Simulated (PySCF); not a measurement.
**C₆ coefficients of unlike pairs at PBE0**

Calculated with PySCF 2.14 from the dipole response of each species, C₆(A,B) = (3/π) ∫ α_A(iu) α_B(iu) du, in atomic units, from isotropic polarisabilities. For ions this is the dispersion term alone; charge-induced terms of lower order in 1/R come first.

| species | configuration | basis | relativity | α (bohr³) | C₆ (like pair) |
| --- | --- | --- | --- | --- | --- |
| Br+ | [Ar] 3d10 4s2 4p4 (3P) | def2-TZVPPD (7s6p5d1f) | none | 12.56 | 77.16 |
| O(2+) | [He] 2s2 2p2 (3P) | dyall-av2z (11s7p2d) | none | 1.743 | 2.314 |
| S | [Ne] 3s2 3p4 (3P) | def2-QZVPPD (10s7p5d2f1g) | none | 20.11 | 137.6 |
| Ar(2+) | [Ne] 3s2 3p4 (3P) | dyall-av3z (19s12p3d2f) | spin-free X2C | 4.729 | 16.66 |

Estimate C₆ for Ar(2+) with S.

The integral gives 45.00. The combination rule 2 C_A C_B / (C_A α_B/α_A + C_B α_A/α_B) gives 44.43 and the geometric mean 47.89.

No spin-orbit coupling is included.

The other pairs:

| pair | C₆ |
| --- | --- |
| Ar(2+), O(2+) | 6.179 |
| O(2+), Br+ | 12.92 |
| S, Br+ | 101.7 |
| S, O(2+) | 16.46 |
| Ar(2+), Br+ | 35.17 |
